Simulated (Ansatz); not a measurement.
F6W, charge -1, doublet, at a GFN2-xTB geometry of the parent state (such geometries of metal compounds can be far from the true shape) (a state made from the parent by changing its charge; the spin is typed, not shown lowest) (core potentials on W) (a gas-phase anion, which may not be bound at this level); R2SCAN/def2-SV(P) (Ansatz, a quantum-chemistry and plane-wave program).

Input for Ansatz:
Ansatz 0.2 input:
```yaml
crystal:
  periodic: [false, false, false]
  atoms:
    - {symbol: W, position_ang: [0.00000000, -0.00000000, -0.00000000]}
    - {symbol: F, position_ang: [1.10915424, -0.45499889, -1.39234928]}
    - {symbol: F, position_ang: [-1.10915424, 0.45499889, 1.39234928]}
    - {symbol: F, position_ang: [-1.16633876, 0.78225540, -1.18474218]}
    - {symbol: F, position_ang: [-0.88617967, -1.59904226, -0.18339327]}
    - {symbol: F, position_ang: [0.88617967, 1.59904226, 0.18339327]}
    - {symbol: F, position_ang: [1.16633876, -0.78225540, 1.18474218]}
basis:
  gaussian:
    orbitals: def2-SV_P_.json
hamiltonian:
  xc: r2scan
total_charge: -1
magnetization: {spin_polarized: false, initial_magnetization: 1}
```
The basis file holds def2-SV(P) in the JSON format of the Basis Set Exchange.

The log (banner, timings and long lists left out):

```
Functional definition: r2SCAN
1182 factors; their error is unknown
mean field evaluation 1: about -18112.3562 eV, gradient 5.1e1 eV
mean field evaluation 2: about -18078.9084 eV, gradient 1.5e2 eV
mean field evaluation 4: about -18116.5652 eV, gradient 1.7e1 eV
mean field evaluation 8: about -18117.0163 eV, gradient 5.7e0 eV
mean field evaluation 16: about -18117.1284 eV, gradient 2.2e0 eV
mean field evaluation 32: about -18117.0664 eV, gradient 4.7e-3 eV
mean field evaluation 64: about -17992.5175 eV, gradient 4.9e2 eV
mean field evaluation 96: about -17978.3896 eV, gradient 5.0e2 eV
mean field evaluation 128: about -18117.0927 eV, gradient 5.5e-2 eV
mean field evaluation 160: about -18117.0664 eV, gradient 3.1e-3 eV
mean field evaluation 192: about -18116.9932 eV, gradient 4.0e0 eV
mean field evaluation 224: about -18117.0729 eV, gradient 2.4e0 eV
mean field -18117.06638760 eV, -665.7899095557 hartree, gradient 7.9e-7 eV, S^2 0.750000; 10 other end points of the search recorded, 0 dependent functions left out
reference -18117.06642374 eV, -665.7899108837 hartree; 35, 34 occupied and 74, 75 virtual orbitals, 1182 factors
Total energy: -18117.06642374 eV, -665.7899108837 hartree
```
